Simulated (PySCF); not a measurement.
Compound: C4H10PSi (doublet state).
Z-matrix (Å and degrees, GFN2-xTB geometry), rows numbered from 1:
```
C 
C   1  1.4925
C   2  1.4810  1  124.58
C   2  1.4976  1  126.48  3   -77.06
Si  4  1.8956  2  103.43  3   109.19
P   5  2.2320  4   81.79  2    -2.07
H   1  1.0909  2  110.50  3    41.11
H   1  1.0897  2  110.59  3   -79.16
H   1  1.0896  2  110.22  3   160.98
H   3  1.0846  2  119.69  4  -107.81
H   3  1.0830  2  117.83  4   108.49
H   4  1.0815  2  121.12  3  -106.05
H   5  1.4615  4  114.05  2   108.71
H   5  1.4651  4  115.27  2  -120.42
H   6  1.3896  5  102.71  4   -87.05
H   6  1.4736  5  105.49  4  -179.32
```

The hyperfine couplings belong to this conformer and change with its torsions.

The species is `C[C]1C[C@H]1[SiH2]P` [radical].

Theory: UKS B3LYP, pcH-1 on C H P Si, non-relativistic, mean-field spin-orbit, GIAO in PySCF. Isolated species at its GFN2-xTB geometry (one conformer only). A GFN2-xTB geometry isn't a minimum of the functional, and hyperfine couplings can be far from their values at a DFT geometry. Stability of the SCF solution: not tested.

Principal values of hyperfine tensors in MHz (contact, dipolar and spin–orbit terms together), for some of the nuclei:

| atom | isotope | A1 | A2 | A3 |
| --- | --- | --- | --- | --- |
| P6 | 31P | 838.73 | 935.43 | 1136.77 |
| H16 | 1H | 388.37 | 393.40 | 396.85 |
| H11 | 1H | 29.11 | 31.02 | 36.33 |
| H7 | 1H | 26.39 | 27.71 | 33.41 |
| H10 | 1H | 21.46 | 22.87 | 30.81 |
| H13 | 1H | 19.50 | 20.17 | 23.85 |
| H12 | 1H | 15.70 | 16.56 | 21.60 |
| Si5 | 29Si | -25.85 | -16.08 | -11.50 |

Question: Split each tensor into its isotropic and traceless parts, and turn a_iso into mT with g = 2.0031.

Answer: a_iso is a third of the trace, T = A − a_iso, and a(mT) = a(MHz)/(g × 13.996). The tensors hold a spin–orbit part: the run splits a_iso into a_FC + a_SO, and T includes its anisotropic share.

```tsv
atom	a_iso (MHz)	a_FC	a_SO	a_iso (mT)	T1	T2	T3
P6	970.31	971.25	-0.95	34.609	-131.58	-34.88	166.46
H16	392.87	392.85	0.02	14.013	-4.50	0.52	3.98
H11	32.16	32.16	0.00	1.147	-3.04	-1.14	4.18
H7	29.17	29.17	0.00	1.040	-2.78	-1.46	4.24
H10	25.05	25.04	0.00	0.893	-3.59	-2.17	5.76
H13	21.17	21.17	0.00	0.755	-1.67	-1.01	2.68
H12	17.95	17.95	0.00	0.640	-2.25	-1.39	3.64
Si5	-17.81	-17.84	0.03	-0.635	-8.03	1.73	6.31
```

Question: What spin density at the nucleus of H10 lies behind its contact coupling (g_N = 5.58569)?

Answer: a_FC = (2μ0/3) gₑ μB g_N μN ρ(0)/(2S·h) = 800.24 MHz × g_N × ρ(0)/(2S), with ρ in bohr⁻³. With a_FC = 25.04 MHz and 2S = 1, ρ(0) = 0.005603 bohr⁻³. In magnitude that is 1.8 % of the 1/π = 0.318 of a free hydrogen atom.

Question: C2 (13C, g_N = 1.40482) isn't in the table. Its spin density at the nucleus is 0.2606 bohr⁻³. What is its contact coupling?

Answer: By the same relation, a_FC = 293.0 MHz. Its full tensor has the principal values 255.06, 257.22, 366.53 MHz.

Question: Name the largest traceless tensor T of the table and describe it.

Answer: P6: -131.6, -34.9, 166.5 MHz (the dipolar term alone has -130.5, -34.6, 165.1), rhombic: the two smaller values differ by 58 % of the largest.
